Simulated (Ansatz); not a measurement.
IrCl(PH3)3 (P3IrH9Cl), relaxed as a triplet with UKS PBE-D4/def2-SVP in Ansatz, starting from the PBE-D4/def2-SVP geometry of the neutral singlet. Force threshold 0.02 eV/Å.

In the def2 sets Ir takes a core potential; there is no spin–orbit coupling. At PBE-D4/def2-SVP a singlet of charge 0 lies 1.67 eV below the triplet, each at its own geometry.

Start:

Cartesian coordinates in Å:
```
Ir -0.227 -0.265 0.294
Cl -1.437 -1.670 1.807
P 1.589 -0.776 1.576
H 2.897 -0.255 1.286
H 1.943 -2.157 1.708
H 1.540 -0.445 2.968
P 0.883 1.035 -1.111
H 0.866 0.776 -2.530
H 2.309 1.184 -0.988
H 0.583 2.443 -1.219
P -2.256 -0.005 -0.737
H -3.318 0.558 0.041
H -2.923 -1.197 -1.165
H -2.448 0.773 -1.929
```

Problem. Estimate the energy that the relaxation releases and the steps that it takes.

Solution. 147.7 kJ/mol, in 26 steps; 83 s on 4 threads of Arm Neoverse V1 on a shared host. No frequencies were taken in this run, so the end may be a saddle point.

Problem. Does the start keep its bonding and symmetry?

Solution. By distances, no bond broke or formed. The bond that changes most is Ir1–P7, from 2.21 to 2.28 Å (atoms count from 1).

Problem. Predict the relaxed structure.

Solution. 
```xyz
14

Ir   -0.206   -0.455    0.198
Cl   -1.167    0.749    2.078
P     1.594   -1.168    1.466
H     2.926   -0.744    1.128
H     1.925   -2.553    1.677
H     1.598   -0.757    2.840
P     0.800    1.259   -0.913
H     0.439    1.599   -2.266
H     2.224    1.284   -1.126
H     0.690    2.590   -0.374
P    -2.228   -0.475   -0.930
H    -3.314    0.199   -0.279
H    -2.934   -1.679   -1.281
H    -2.345    0.152   -2.218
```
Bond lengths: 3 × Ir–P 2.28 to 2.31 Å; 1 × Cl–Ir 2.43 Å; 9 × H–P 1.43 to 1.44 Å.
